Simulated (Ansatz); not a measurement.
rubidium atom (Rb), doublet (all electrons, no relativity). Base run: PBE0/3-21G in Ansatz (a first-principles code).

Input for Ansatz:
Ansatz 0.2 input:
```yaml
crystal:
  periodic: [false, false, false]
  atoms:
    - {symbol: Rb, position_ang: [0.00000000, 0.00000000, 0.00000000]}
basis:
  gaussian:
    orbitals: 3-21G.json
hamiltonian:
  xc: pbe0
magnetization: {spin_polarized: true, initial_magnetization: 1}
```
The basis file holds 3-21G in the JSON format of the Basis Set Exchange.

Each row names what was changed in the base input (with any setting that the change needs).

```tsv
change	ΔE vs base (mEh)
base	0.000
point_charge = charge:1.0 position_ang:1.9609, -1.1737, 1.9435	-48.431
forces = on	0.000
lower_state_search = full	0.000
accuracy = high	0.000
final_grid = 4, 8, 17	0.005
nuclear_model = gaussian	13.152
lower_state_search = light	0.000
lower_state_search = off	0.000
point_charge = charge:0.5 position_ang:2.6494, 0.1315, -1.4013	-13.609
```
